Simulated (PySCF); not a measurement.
Computed with PBE-D3(BJ)/def2-TZVP // B3LYP-D3(BJ)/def2-SVP run with PySCF. All species are isolated molecules in the gas phase. One relaxed conformer stands for a flexible species; it need not be the lowest. Excitations are Tamm–Dancoff values on a coarser integration grid. The basis has no diffuse functions, so Rydberg states are missing or too high.

Reference species: [B(Cl)3(H2O)] (neutral, multiplicity 1).

| Item | Value |
|---|---|
| S1 oscillator strength | 0.000 |
| S1 excitation (TDA) | 5.60 eV |
| HOMO–LUMO gap | 5.59 eV |

After one change: the S1 oscillator strength stays essentially unchanged; the S1 excitation (TDA) drops by 0.08 eV; the HOMO–LUMO gap drops by 0.07 eV.

Question: What was changed between the two runs? The new species is one of these.
(A) [B(Cl)3(N(CH3)3)]
(B) [B(Cl)3(O(CH3)2)]
(C) [B(Cl)3(pyridine)]
(D) [B(Cl)3(NH3)]

Answer: D, [B(Cl)3(NH3)]
